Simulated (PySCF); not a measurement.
C3H6GeO, SMILES [CH]1=C[O][Ge@H]1[CH3]. Geometry: PBE-D3(BJ)/def2-SVP. The structure was generated by enumeration; whether it is a known compound was not checked.

Computed equilibrium geometry at PBE-D3(BJ)/def2-SVP (PySCF confirms it by a frequency run) as bond lengths and angles:
Atoms: C1 Ge2 C3 C4 O5 H6 H7 H8 H9 H10 H11. Bonded distances (Å): C1–Ge2 1.953, C1–H6 1.108, C1–H7 1.106, C1–H8 1.108, Ge2–C3 1.936, Ge2–C4 2.298, Ge2–O5 1.920, Ge2–H9 1.555, C3–C4 1.365, C3–H10 1.095, C4–O5 1.365, C4–H11 1.108. Bond angles (°): Ge2–C1–H6 110.0, Ge2–C1–H7 109.4, Ge2–C1–H8 110.1, H6–C1–H7 109.1, H6–C1–H8 108.5, H7–C1–H8 109.6, C1–Ge2–C3 122.1, C1–Ge2–C4 123.2, C1–Ge2–O5 110.4, C1–Ge2–H9 112.5, C3–Ge2–C4 36.4, C3–Ge2–O5 72.8, C3–Ge2–H9 120.7, C4–Ge2–O5 36.4, C4–Ge2–H9 121.4, O5–Ge2–H9 109.3, Ge2–C3–C4 86.4, Ge2–C3–H10 143.0, C4–C3–H10 130.5, Ge2–C4–C3 57.2, Ge2–C4–O5 56.6, Ge2–C4–H11 172.8, C3–C4–O5 113.8, C3–C4–H11 129.9, O5–C4–H11 116.3, Ge2–O5–C4 87.0.
Charge 0, spin multiplicity 1.
